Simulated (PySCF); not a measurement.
# Telling isomers of C$_{4}$H$_{10}$F$_{2}$Si$_{2}$ apart by NMR

Theory: NMR shieldings at PBE0/pcSseg-1/GIAO, structure optimised with GFN2-xTB, in PySCF 2.14 (a single conformation, averaged over atoms made equivalent by symmetry, fast rotation or ring inversion, no relativistic terms, no solvent model).

Chemical shifts δ = σref − σ; $^{1}$H (σref 31.72) and $^{13}$C (σref 186.93) vs TMS, all at this level. Splittings of carbon signals by F and P are missing where no couplings were computed. Where no couplings were computed, multiplicities follow the n + 1 count of equivalent neighbours, and m marks all less simple cases (inequivalent or close neighbours, rings, F or P nearby). Shifts are as computed. Against solution values, carbons near 30 ppm lie about +3 ppm off and those near 130 ppm about +5 ppm. Of 1211 compounds with measured shifts, 218 miss one by over three times the rms of a fit or turn the order of signals round; such compounds aren't used in these exercises.

(1) Tabulate the signals of `C[SiH2]/C=C(/[SiH3])C(F)F`, `C[Si@@H]1C[SiH2][C@H]1C(F)F`, `C[SiH2]/C(=C/[SiH3])C(F)F`, `C[SiH2]/C=C(\[SiH3])C(F)F` and their relative energies.

(2) What is the quickest way to tell C[Si@@H]1C[SiH2][C@H]1C(F)F from C[SiH2]/C=C(\[SiH3])C(F)F?

(3) What is the quickest way to tell C[Si@@H]1C[SiH2][C@H]1C(F)F from C[SiH2]/C(=C/[SiH3])C(F)F?

(4) What is the quickest way to tell C[SiH2]/C=C(/[SiH3])C(F)F from C[SiH2]/C(=C/[SiH3])C(F)F?

Answers

(1) 
```tsv
SMILES	carbon types	δC	δH	E rel. (kcal/mol)
C[SiH2]/C=C(/[SiH3])C(F)F	1×C 2×CH 1×CH3	164.6, 156.7, 122.0, -7.5	7.07 (m, 1H), 6.50 (m, 1H), 4.64 (m, 2H), 4.28 (s, 3H), 0.30 (t, 3H)	28.2
C[Si@@H]1C[SiH2][C@H]1C(F)F	2×CH 1×CH2 1×CH3	123.7, 30.4, -1.2, -3.2	6.51 (m, 1H), 5.09 (m, 1H), 5.09 (m, 1H), 4.76 (m, 1H), 1.44 (m, 1H), 0.74 (m, 1H), 0.37 (d, 3H), 0.31 (m, 1H)	0.0
C[SiH2]/C(=C/[SiH3])C(F)F	1×C 2×CH 1×CH3	171.7, 151.7, 122.2, -3.9	7.33 (m, 1H), 6.71 (m, 1H), 4.45 (q, 2H), 4.12 (d, 3H), 0.43 (t, 3H)	27.4
C[SiH2]/C=C(\[SiH3])C(F)F	1×C 2×CH 1×CH3	157.2, 155.5, 128.2, -6.7	7.12 (m, 1H), 6.10 (m, 1H), 4.59 (m, 2H), 4.33 (s, 3H), 0.30 (t, 3H)	27.6
```

Energies are electronic energies at PBE0/pcSseg-1 on these geometries, without zero-point or thermal terms, each for the one conformer computed, which needn't be the lowest.

(2) Both give the same number of carbon signals, but DEPT or the intensities differ. The first has an sp3 CH bonded to 2 Si at 30.4 ppm, the second a fully substituted alkene carbon (C) at 157.2 ppm. Their most deshielded carbons lie at 123.7 and 157.2 ppm. In the proton spectra the most deshielded non-exchanging signals are 6.51 (m, 1H) and 7.12 (m, 1H).

(3) Both give the same number of carbon signals, but DEPT or the intensities differ. The first has an sp3 CH bonded to 2 Si at 30.4 ppm, the second a fully substituted alkene carbon (C) at 171.7 ppm. Their most deshielded carbons lie at 123.7 and 171.7 ppm. In the proton spectra the most deshielded non-exchanging signals are 6.51 (m, 1H) and 7.33 (m, 1H).

(4) Both give the same number of carbon signals, with the same numbers of each carbon type, so the positions decide. The first has a fully substituted alkene carbon (C) at 164.6 ppm, the second a fully substituted alkene carbon (C) at 171.7 ppm.
